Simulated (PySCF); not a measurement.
# Exercise with solution: refractive index and permittivity of the vapour

MoOBr3, SMILES [O]=[Mo]([Br])([Br])[Br] (connectivity only; charge and spin as stated), neutral, multiplicity 2.

Geometry: B3LYP-D3(BJ)/def2-SVP. The spin state was assumed, not searched. The def2 effective core potentials stand for the cores of Mo; spin–orbit coupling is left out.

PBE/def2-TZVP in PySCF gives a mean static polarisability of 111.5 bohr³ and a dipole moment of 0.83 D. Take an ideal gas at 298.15 K and 1 bar, whether or not the substance is that volatile.

Q: Work out n − 1 in the optical limit and the static ε − 1.

A: 
Polarisability volume α' = 111.5 × 0.148185 = 16.52 Å³. Number density N = p/kT = 2.43e-5 Å⁻³.
Dilute limit of Lorentz–Lorenz: n − 1 = 2π N α' = 0.0025.
Orientation term of Debye: μ²/(3kT) = 8.098 Å³ × μ²(D²) = 5.58 Å³.
ε − 1 = 4π N (α' + μ²/3kT) = 0.0067. Orientation of the dipole supplies 25 % of the static response; it can't follow optical fields. Vibrational polarisation and dispersion are left out.
